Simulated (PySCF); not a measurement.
**Correlation energy of Sb²⁺ (antimony, charge +2)**

[Kr] 4d10 5s2 5p1, 2P determinant. All numbers are calculated (PySCF 2.14, a scalar-relativistic core potential, in def2-TZVPPD with the def2 core potential (28 electrons) (7s5p4d2f, 56 functions)). Frozen: nothing; 21 electrons correlated.

```json
{"level": "CCSD", "correlation energy (mhartree)": "-302.73"}
{"level": "(T)", "correlation energy (mhartree)": "-6.29"}
{"level": "CCSD(T)", "correlation energy (mhartree)": "-309.02"}
```

Diagnostics: T1 = 0.0080, D1 = 0.0334, largest double amplitude 0.077.

Cost of the coupled-cluster step: about 10 core-seconds, for 21 correlated electrons.

Iterations:

```
CC2 = 0
CCSD nocc = (np.int64(11), np.int64(10)), nmo = (56, 56)
frozen orbitals [[], []]
max_cycle = 100
direct = 0
conv_tol = 1e-08
conv_tol_normt = 1e-06
diis_space = 8
diis_start_cycle = 0
Init t2, MP2 energy = -0.309327785955937
Init E_corr(UCCSD) = -0.309327785961376
cycle = 1  E_corr(UCCSD) = -0.295432245079925  dE = 0.0138955409  norm(t1,t2) = 0.0527038
cycle = 2  E_corr(UCCSD) = -0.30207277779742  dE = -0.00664053272  norm(t1,t2) = 0.0140697
cycle = 3  E_corr(UCCSD) = -0.302229032572713  dE = -0.000156254775  norm(t1,t2) = 0.00536072
cycle = 4  E_corr(UCCSD) = -0.302744048449687  dE = -0.000515015877  norm(t1,t2) = 0.00140596
cycle = 5  E_corr(UCCSD) = -0.302727790242792  dE = 1.62582069e-05  norm(t1,t2) = 0.000239475
cycle = 6  E_corr(UCCSD) = -0.302723976864387  dE = 3.8133784e-06  norm(t1,t2) = 3.09319e-05
cycle = 7  E_corr(UCCSD) = -0.302725213647961  dE = -1.23678357e-06  norm(t1,t2) = 6.81424e-06
cycle = 8  E_corr(UCCSD) = -0.302725198353792  dE = 1.52941697e-08  norm(t1,t2) = 9.24877e-07
cycle = 9  E_corr(UCCSD) = -0.302725189100649  dE = 9.25314281e-09  norm(t1,t2) = 1.98318e-07
UCCSD converged
E(UCCSD) = -238.6765019181224  E_corr = -0.3027251891006488
UCCSD(T) correction = -0.00628804845473458
```

The basis has no tight functions for the innermost shells, so their pair energies are far from complete.

This basis was not built for core-valence correlation, so the inner-shell part is incomplete.
